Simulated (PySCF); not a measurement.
C₄H₄F₂, SMILES C=C/C(F)=C/F. Atoms are numbered in the order given.

```xyz
10

C      0.0449    -2.4464     0.0000
C      0.6903    -1.2738     0.0000
C      0.0206     0.0107     0.0000
F     -1.3107    -0.0121     0.0000
C      0.6639     1.1874     0.0000
F      0.0218     2.3438     0.0000
H     -1.0468    -2.4881     0.0000
H      0.5925    -3.3905     0.0000
H      1.7840    -1.2383     0.0000
H      1.7529     1.2634     0.0000
```

Geometry: PBE0-D3(BJ)/def2-SVP. Other conformers were not sampled.

Computed with PySCF with PBE/def2-TZVP.

Symmetry labels are those of the subgroup Cs that the program uses (full group Cs).

Computed valence orbital energies around the gap with their symmetry:
| orbital | symmetry | energy (eV) |
|---|---|---|
| HOMO−7 | A" | -11.92 |
| HOMO−6 | A" | -11.01 |
| HOMO−5 | A' | -10.68 |
| HOMO−4 | A' | -9.81 |
| HOMO−3 | A' | -9.36 |
| HOMO−2 | A' | -8.72 |
| HOMO−1 | A" | -7.79 |
| HOMO | A" | -5.73 |
| LUMO | A" | -1.92 |
| LUMO+1 | A' | 0.25 |
| LUMO+2 | A" | 0.71 |
| LUMO+3 | A' | 0.99 |
